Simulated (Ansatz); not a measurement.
This geometry of ClF$_{2}$H$_{5}$OW (10 atoms, charge 0, multiplicity 1) is a first-order saddle point.

The calculation used RKS BLYP/def2-SVP in Ansatz.

```xyz
10
Properties=species:S:1:pos:R:3
W 0.430 0.213 -0.115
F -0.256 0.116 2.144
Cl 2.609 -0.664 -0.717
H -0.764 1.458 -0.044
H -1.240 -0.094 0.029
H 0.051 -1.385 0.304
F 0.132 0.357 -1.935
O 1.408 1.348 1.184
H 2.373 1.410 1.021
H 0.479 0.768 2.282
```

Problem. Which two structures does it join? (They come from a converged band through this point; their orientation in space is the band's.)

Solution. Bonds broken: W1–F2, O8–H10. Bonds formed: F2–H10. ClF2H5OW becomes ClFH4OW + FH.

Image 0:

```xyz
10
Properties=species:S:1:pos:R:3
W 0.166 -0.062 0.128
F -0.137 -0.469 1.922
Cl 2.423 -1.025 0.156
H -1.002 1.183 0.387
H -1.503 -0.270 -0.154
H -0.365 -1.592 -0.396
F 0.335 0.640 -1.581
O 1.547 1.669 0.921
H 2.419 1.229 1.070
H 1.340 2.224 1.700
```

Image 6:

```xyz
10
Properties=species:S:1:pos:R:3
W 0.492 0.187 -0.397
F 0.794 -0.446 3.040
Cl 2.479 -1.125 -0.481
H -0.315 1.621 -0.892
H -1.170 0.561 -0.116
H -0.381 -0.947 0.494
F 0.055 -0.291 -2.137
O 1.088 1.345 0.975
H 1.071 2.315 1.098
H 1.109 0.307 2.570
```

Problem. How far does it lie above each of them?

Solution. 1.10 eV above the first and 0.10 eV above the second. This is the barrier of this one path; another mechanism may lie lower. The orbitals stay closed-shell, which can raise the energy where a bond breaks towards radicals; this wasn't checked here.

Time of the run: 8.9 min on 2 threads of Intel(R) Xeon(R) Platinum 8488C (Sapphire Rapids) (shared host), peak memory 0.2 GiB.
